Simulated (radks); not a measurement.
Results of a calculation; reference values are marked as such.
Problem. The mean radii <r> (bohr) of the occupied orbitals of an atom or ion are listed with their occupations. Level of theory: Dirac Kohn-Sham, exchange-only PBE, spin-unpolarised, spherical densities, finite nucleus; Fermi nuclear charge, rms radius of each element as measured or else 0.836 A^(1/3) + 0.57 fm (a radial shooting solver on a logarithmic mesh with Libxc functionals).

orbital  occ.      <r>
1s1/2       2  0.01899
2s1/2       2  0.07978
2p1/2       2  0.06612
2p3/2       4  0.07385
3s1/2       2   0.2081
3p1/2       2   0.1979
3p3/2       4   0.2123
3d3/2       4   0.1862
3d5/2       6   0.1906
4s1/2       2   0.4598
4p1/2       2   0.4638
4p3/2       4   0.4929
4d3/2       4   0.5023
4d5/2       6   0.5114
4f5/2       6   0.5256
4f7/2       2   0.5299

Name the element and its charge. Open shells, if any, fill j = l - 1/2 first.

Solution. Z = 72, hafnium, charge +18: Hf18+ in [Kr] 4d10 4f8. The 1s radius gives Z: for a bare nucleus <r> = (2 gamma + 1)/(2Z) with gamma = sqrt(1 - (Z/c)^2), 0.01876 bohr for Z = 72, and screening makes it slightly larger (0.01899 here). The occupations add up to 54, and the charge is Z minus that.
